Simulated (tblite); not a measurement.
Question: What does the GFN2-xTB structure of `C=CP1(=S)CC=CC1` look like in three dimensions?

Answer: 
```xyz
17
C6H9PS angstrom
C      2.805   -0.426   -0.209
C      1.571   -0.337    0.255
P      0.217    0.196   -0.835
S      0.699    0.614   -2.661
C     -1.101   -1.077   -0.529
C     -1.791   -0.583    0.704
C     -1.577    0.675    1.052
C     -0.665    1.479    0.179
H      3.013   -0.181   -1.242
H      3.639   -0.735    0.400
H      1.304   -0.567    1.278
H     -1.779   -1.091   -1.390
H     -0.680   -2.079   -0.417
H     -2.439   -1.252    1.249
H     -2.030    1.143    1.912
H      0.033    2.102    0.744
H     -1.227    2.130   -0.498
```

Any rigid rotation of these coordinates is as good. Atoms count from 1 in this order. The C–C distances run from 1.322 Å (C1=C2, drawn double) to 1.497 Å (C7–C8, drawn single), a spread of 0.175 Å. P3 (phosphorus bonded to 3 C and S) has angles from 92.6° to 119.0°. Of the pairs four or more bonds apart, S4···H9 is among the closest relative to their van der Waals radii: 2.83 Å, 94 % of the sum of Bondi's values. The 5-membered ring P3–C5–C6–C7–C8 has internal angles of 92.6° to 117.1° (sum 534°, against 540° for a flat polygon); it is puckered, 0.12 Å rms from its mean plane, widest ring torsion 21°.

Bonds between heavy atoms (Å): C1=C2 1.322, C2–P3 1.818, P3=S4 1.934, P3–C5 1.858, C5–C6 1.496, C6=C7 1.324, C7–C8 1.497, P3–C8 1.858.

Structure optimised with GFN2-xTB, isolated species.

Point group: Cs (every atom within 0.08 Å of its image). Its GFN2-xTB frequencies are all real (lowest 66 cm⁻¹). One conformer, not necessarily the lowest (C1–C2–P3–S4 0°, C2–P3–C5–C6 83°, P3–C5–C6–C7 16°, C6–C7–C8–P3 -16°, C2–P3–C8–C7 -84°). 2 starts were optimised and ended at 0.00 and 0.05 kcal/mol (GFN2-xTB); the lowest of these is shown.

All values are computed, not measured.
